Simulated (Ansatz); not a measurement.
Correlation energies of CH$_{3}$ClFOTa (`[CH3][Ta](=[O])([F])[Cl]`) by basis set

Z-matrix (Å, degrees):
```
C
Ta 1 2.137
H 1 1.095 2 109.8
H 1 1.095 2 111.0 3 120.5
H 1 1.095 2 110.5 3 -118.5
O 2 1.707 1 103.0 3 59.6
F 2 1.870 1 107.6 3 175.3
Cl 2 2.300 1 108.2 3 -57.3
```

Charge 0, multiplicity 1. Correlated methods include outer-core shells of Ta, which these sets cover unevenly. Ta takes the def2 core potential. All single points use the PBE0-D4/def2-TZVP geometry. Frozen core, restricted reference, Ansatz.

```json
{"basis": "def2-SVP", "HF (Eh)": "-729.67374", "MP2 corr.": "-0.95933", "CCSD corr.": "-0.95618", "(T)": "-0.03574", "CCSD(T) total": "-730.66566"}
{"basis": "def2-TZVPP", "HF (Eh)": "-730.12683", "MP2 corr.": "-1.27212", "CCSD corr.": "-1.26486", "(T)": "-0.06019", "CCSD(T) total": "-731.45188"}
{"basis": "def2-QZVPP", "HF (Eh)": "-730.15038", "MP2 corr.": "-1.39567", "CCSD corr.": "–", "(T)": "–", "CCSD(T) total": "–"}
```
